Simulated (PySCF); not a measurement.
Species: trans-Zr(H2O)2F4 (singlet state).
Bonds: Zr1–O2, Zr1–O5, Zr1–F8, Zr1–F9, Zr1–F10, Zr1–F11. Hydrogens: H3, H4 on O2; H6, H7 on O5.

Level of theory: PBE0-D3(BJ)/def2-SVP geometry optimisation, gas phase, def2 core potentials past Kr in PySCF.

How far are the bound atoms from Zr1?

6 atoms: F11 1.940 Å, F8 1.942 Å, F9 1.944 Å, F10 1.947 Å, O5 2.290 Å, O2 2.296 Å. The nearest atom not counted as bound is H3, at 2.85 Å.

List the angles at Zr1.

| angle | degrees | distance of the outer atoms (Å) |
| --- | --- | --- |
| O2–Zr1–O5 | 160.4 | 4.52 |
| F10–Zr1–F11 | 143.1 | 3.69 |
| F8–Zr1–F9 | 142.6 | 3.68 |
| O2–Zr1–F11 | 123.1 | 3.73 |
| O5–Zr1–F9 | 122.0 | 3.71 |
| F8–Zr1–F10 | 99.2 | 2.96 |
| F9–Zr1–F10 | 95.8 | 2.89 |
| F8–Zr1–F11 | 95.3 | 2.87 |
| O5–Zr1–F8 | 95.2 | 3.13 |
| O2–Zr1–F10 | 93.7 | 3.10 |
| F9–Zr1–F11 | 92.9 | 2.81 |
| O2–Zr1–F8 | 73.0 | 2.54 |
| O5–Zr1–F11 | 72.7 | 2.52 |
| O5–Zr1–F10 | 72.3 | 2.52 |
| O2–Zr1–F9 | 71.9 | 2.51 |

Describe the arrangement about Zr1 in numbers.

The three widest angles are 160.4°, 143.1° and 142.6°, the others run from 71.9° to 123.1°.

What are the other bond lengths?

O2–H3 and 3 like bonds 0.965 Å.

Point group: near C2, missed by 0.13 Å at most; the miss may be what the optimiser left on a soft mode. Charge 0, singlet. No PBE0-D3(BJ)/def2-SVP frequencies stand behind this structure, so it isn't proved a minimum.
